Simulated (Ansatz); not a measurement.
Computed with frozen-core CCSD(T)/cc-pVTZ // B3LYP-D3(BJ)/def2-TZVP (Ansatz, a quantum-chemistry and plane-wave program).

Ansatz 0.2 input:
```yaml
crystal:
  periodic: [false, false, false]
  atoms:
    - { symbol: C, position_ang: [1.239834, 0.39292, -1.642361] }
    - { symbol: C, position_ang: [1.062928, -0.004022, -0.387016] }
    - { symbol: C, position_ang: [-0.064287, -0.867486, 0.087768] }
    - { symbol: C, position_ang: [-1.096233, -0.050838, 0.87345] }
    - { symbol: O, position_ang: [-1.730858, 0.930203, 0.069948] }
    - { symbol: H, position_ang: [0.58167, 0.05971, -2.437002] }
    - { symbol: H, position_ang: [2.054834, 1.047842, -1.922733] }
    - { symbol: H, position_ang: [1.747232, 0.352591, 0.379593] }
    - { symbol: H, position_ang: [0.316799, -1.661355, 0.738336] }
    - { symbol: H, position_ang: [-0.562966, -1.340222, -0.761472] }
    - { symbol: H, position_ang: [-1.890405, -0.704186, 1.236156] }
    - { symbol: H, position_ang: [-0.616878, 0.410175, 1.747587] }
    - { symbol: H, position_ang: [-1.041682, 1.434664, -0.3808] }
basis:
  gaussian: { orbitals: cc-pVTZ }
correlation:
  method: ccsd_t
```

Output:

```
Functional definition: HF
1492 factors; integrals over basis functions are off by at most 8.8e-4 eV
mean field evaluation 1: about -6283.0753 eV, gradient 3.9e1 eV
mean field evaluation 2: about -6283.3500 eV, gradient 3.9e1 eV
mean field evaluation 4: about -6287.0524 eV, gradient 4.6e0 eV
mean field evaluation 8: about -6287.1110 eV, gradient 2.2e-1 eV
mean field evaluation 16: about -6283.0752 eV, gradient 3.9e1 eV
mean field -6287.11118187 eV, -231.0470743767 hartree, gradient 1.5e-6 eV, S^2 0.000000; 0 other end points of the search recorded, 0 dependent functions left out
5 core orbitals not correlated
reference -6287.11118187 eV, -231.0470743767 hartree; 15, 15 occupied and 242, 242 virtual orbitals, 1492 factors
second order -24.96658711 eV of doubles, -0.00000000 eV of singles
cycle   1  -25.37427177 eV  change   -4.1e-1 eV  update   9.7e-2
cycle   2  -25.97101719 eV  change   -6.0e-1 eV  update   2.9e-2
cycle   3  -26.08728733 eV  change   -1.2e-1 eV  update   1.3e-2
cycle   4  -26.08044373 eV  change    6.8e-3 eV  update   3.5e-3
cycle   5  -26.08101687 eV  change   -5.7e-4 eV  update   1.5e-3
cycle   6  -26.08183091 eV  change   -8.1e-4 eV  update   3.9e-4
cycle   7  -26.08168910 eV  change    1.4e-4 eV  update   1.6e-4
cycle   8  -26.08163365 eV  change    5.5e-5 eV  update   4.5e-5
cycle   9  -26.08164175 eV  change   -8.1e-6 eV  update   2.1e-5
perturbative correction -1.06987660 eV, -0.0393172398 hartree
Total energy: -6314.26270022 eV, -232.0448742723 hartree
```

Cost: around 40 core-minutes (rough).
